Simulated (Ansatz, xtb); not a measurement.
**Two isomers of C4H5NS2**

Structure a is `Cc1ncc(S)s1`, a singlet and structure b is `CSc1cscn1`, a singlet. Both are isolated molecules in the gas phase, relaxed with B3LYP/def2-SVP; the shapes shown needn't be the lowest conformers.

a (Å):

```xyz
12

C    -0.1969    3.4314    0.3717
C     0.2909    2.1221   -0.1657
C     0.9697    0.5847   -1.6132
C     1.0763   -0.1938   -0.4846
N     0.5320    1.8676   -1.4146
S     1.5904   -1.8723   -0.2882
S     0.5971    0.7455    0.9052
H    -0.3287    4.1214   -0.4728
H     0.5211    3.8747    1.0811
H    -1.1609    3.3248    0.8954
H     1.2083    0.2423   -2.6222
H     1.8330   -2.0787   -1.6031
```

b (Å):

| atom | x (Å) | y (Å) | z (Å) |
| --- | --- | --- | --- |
| C | -1.6553 | 1.3757 | -1.1594 |
| C | 0.6282 | 0.0273 | -0.3476 |
| C | 1.6302 | -0.5429 | 0.4089 |
| C | 1.8507 | -0.7725 | -1.9984 |
| N | 0.7687 | -0.1119 | -1.7049 |
| S | -0.7580 | 0.8854 | 0.3465 |
| S | 2.7949 | -1.2838 | -0.6341 |
| H | -1.0410 | 2.0321 | -1.7897 |
| H | -2.5423 | 1.9203 | -0.8058 |
| H | -1.9638 | 0.4962 | -1.7396 |
| H | 1.7368 | -0.5626 | 1.4914 |
| H | 2.1681 | -1.0039 | -3.0179 |

Quicker runs give these differences E(b) − E(a): GFN2-xTB +5.6 kcal/mol; HF/STO-3G +0.4 kcal/mol (at GFN2-xTB geometries); r2SCAN-D4/def2-SVP +4.4 kcal/mol (at GFN2-xTB geometries).

Question: Estimate E(b) − E(a) at the level CCSD(T)/def2-SVP + ΔMP2/def2-TZVPP.

Answer: Calculated at CCSD(T)/def2-SVP + ΔMP2/def2-TZVPP: E(b) − E(a) = +2.1 kcal/mol, so structure a lies lower.

Level by level:

| level | geometry | E(b) − E(a) (kcal/mol) | departure from the last row (kcal/mol) | job, with rough time for the two |
| --- | --- | --- | --- | --- |
| GFN2-xTB | GFN2-xTB | +5.6 | +3.5 | optimisation, 0.13 s |
| HF/STO-3G | GFN2-xTB | +0.4 | −1.7 | single point, 0.4 s |
| r2SCAN-D4/def2-SVP | GFN2-xTB | +4.4 | +2.2 | single point, 4 s |
| B3LYP/def2-SVP | B3LYP/def2-SVP | +4.0 | +1.9 | optimisation, 26 s |
| HF/def2-SVP | B3LYP/def2-SVP | +5.2 | +3.1 | part of the CCSD(T) run |
| MP2/def2-SVP | B3LYP/def2-SVP | +5.1 | +3.0 | part of the CCSD(T) run |
| CCSD(T)/def2-SVP | B3LYP/def2-SVP | +5.3 | +3.2 | single point |
| CCSD(T)/def2-SVP + ΔMP2/def2-TZVPP | B3LYP/def2-SVP | +2.1 |  | single point, 52 s |

As drawn, b has 1 C–S, 1 C–H in place of 1 C–C, 1 S–H.

HF/STO-3G finds them nearly level. The largest departure from CCSD(T)/def2-SVP + ΔMP2/def2-TZVPP is that of GFN2-xTB, 3.5 kcal/mol. The last row adds to CCSD(T) the change of the MP2 difference between the two basis sets, here −3.2 kcal/mol, a large step that makes the value less sure.

With thermal terms from frequencies at re-optimised GFN2-xTB minima (ideal gas, soft modes damped towards free rotors, one conformer each, 298.15 K, 1 atm): the zero-point term adds +1.3 kcal/mol; ΔH is +3.3 and ΔG +3.5 kcal/mol.

The correlated steps freeze 15 core orbitals. Programs: Ansatz 0.2.0, xtb 6.7.1; the last row on 4 threads of Arm Neoverse V1 on a shared host.
